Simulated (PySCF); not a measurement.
C4H11FSi, SMILES CC(C)C[SiH2]F.

Geometry: B3LYP-D3(BJ)/def2-SVP. This is a generated structure with no PubChem entry under its InChIKey; it may be hypothetical. The values are those of a single conformer.

Two levels are set side by side: PBE/def2-TZVP (PySCF) and HF/def2-TZVP (PySCF). Same geometry, gas phase. Differences are taken from unrounded values.

```
quantity                         HF
---------------------------  ------
orbital gap (eV)              15.15
highest occupied level (eV)  -11.71
lowest empty level (eV)        3.44
dipole moment (D)              1.91
mean polarisability (bohr³)    69.3
```

Q: What does PBE give, and how far is it from HF? (The exact figures need the calculation; the answer reports its results.)

A: 
```csv
quantity,PBE,PBE minus HF
orbital gap (eV),6.72,-8.43
highest occupied level (eV),-7.18,4.53
lowest empty level (eV),-0.46,-3.90
dipole moment (D),1.74,-0.17
mean polarisability (bohr³),77.3,8.0
```

Without exact exchange PBE keeps part of each electron's self-repulsion, which lifts occupied levels and narrows the gap. Loosely held outer electrons make PBE densities more polarisable. Differences between two approximate levels are no errors against the true value.

Rough cost on one machine, each run with all the roots and properties that it gave: HF against PBE about 1/3.
